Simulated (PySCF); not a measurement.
# Working out the excitation energy of Hf

Hf [Xe] 4f14 5d2 6s2 (3F) → Hf [Xe] 4f14 5d2 6s1 6p1 (high-spin determinant). Calculation: PySCF 2.14, in def2-TZVPPD with the def2 core potential (60 electrons); scalar relativity through the core potential. Frozen: 5s2 5p6. Energies in hartree (1 hartree = 27.21139 eV):

```csv
part,Hf (lower),Hf (upper)
UHF,-47.369636,-47.324009
CCSD correlation,-0.060562,-0.026067
(T),-0.003158,-0.001545
```

**Question.** What does Hartree-Fock give?

**Answer.** (-47.324009) − (-47.369636) = 0.045627 hartree = 1.242 eV.

**Question.** What do CCSD and CCSD(T) give?

**Answer.** The CCSD correlation energies differ by 0.034495 hartree = 0.939 eV and the triples by 0.001613 hartree = 0.044 eV, so CCSD gives 2.181 eV and CCSD(T) 2.225 eV.

One determinant mixes LS terms, so it does not stand for a single term.

The coupled-cluster amplitudes are large, so a single reference is strained.
